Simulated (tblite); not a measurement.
Input of a run (GFN2-xTB geometry optimisation, gas phase (tblite 0.8.0)), started from a force field or distance geometry:
```
{"job": {"kind": "relax", "xc": "GFN2-xTB", "basis": "xTB"}, "charge": 0, "multiplicity": 1}
O      2.181100     2.181700     0.195900
C      1.497700     1.170600     0.098200
C      2.142200    -0.165100     0.011700
C      1.391600    -1.261000    -0.096900
C     -0.086700    -1.217700    -0.092700
O     -0.733300    -2.252700    -0.192800
C     -0.719800     0.114400    -0.004300
C     -2.197000     0.102700    -0.013400
F     -2.705600     1.355900     0.079100
F     -2.735900    -0.595500     1.025400
F     -2.711100    -0.420800    -1.166200
C      0.026000     1.216100     0.098000
H      3.211000    -0.186300     0.028000
H      1.843600    -2.254300    -0.165200
H     -0.408200     2.219900     0.173200
```

Output (eV, eV/Å):
```
step      E/eV     max force
  0   -1055.16738    1.695
  1   -1055.23837    1.418
  2   -1055.25889    0.497
  3   -1055.26494    0.227
  4   -1055.26849    0.134
  5   -1055.27037    0.144
  6   -1055.27117    0.072
  7   -1055.27179    0.057
  8   -1055.27233    0.062
  9   -1055.27262    0.087
 10   -1055.27293    0.045
 11   -1055.27327    0.048
 12   -1055.27354    0.039
 13   -1055.27369    0.034
 14   -1055.27384    0.030
 15   -1055.27401    0.040
 16   -1055.27417    0.038
 17   -1055.27427    0.032
 18   -1055.27433    0.024
 19   -1055.27438    0.023
 20   -1055.27444    0.021
 21   -1055.27448    0.016
 22   -1055.27451    0.010
```

**Question.** Summarise the run.

**Answer.** The energy falls by 0.107 eV over 22 L-BFGS steps, the largest force on an atom goes from 1.69 to 0.010 eV/Å, and the atoms move by 0.028 Å rms after alignment. The bond that changes most is C7–C8 (fully substituted alkene carbon to CF3 carbon), which lengthens by 0.037 Å. Bonds longer at the end by more than 0.005 Å: 4 of 15; shorter: 8. Among the angles that change most is C8–C7–C12, from 124.5° to 121.6°. The energy never rose by more than 1e-5 eV on the way. The first step brought 66 % of the lowering.

**Question.** What are the final bond lengths?

**Answer.** O1=C2 1.210 Å, C2–C3 1.474 Å, C3=C4 1.335 Å, C4–C5 1.474 Å, C5=O6 1.208 Å, C5–C7 1.492 Å, C7–C8 1.514 Å, C8–F9 1.341 Å, C8–F10 1.337 Å, C8–F11 1.337 Å, C7=C12 1.335 Å, C2–C12 1.484 Å, C3–H13 1.081 Å, C4–H14 1.081 Å, C12–H15 1.082 Å. Numbering counts from 1 in the input's order; the species is `O=C1C=CC(=O)C(C(F)(F)F)=C1`.

On one thread of an Arm Neoverse V2 (shared host), this took 0.13 s wall.

Its GFN2-xTB frequencies are all real (lowest 36 cm⁻¹).

Conformer computed: `[O:1]=[C:2]1[CH:3]=[CH:4][C:5](=[O:6])[C:7]([C:8]([F:9])([F:10])[F:11])=[CH:12]1`: C5–C7–C8–F9 180°.
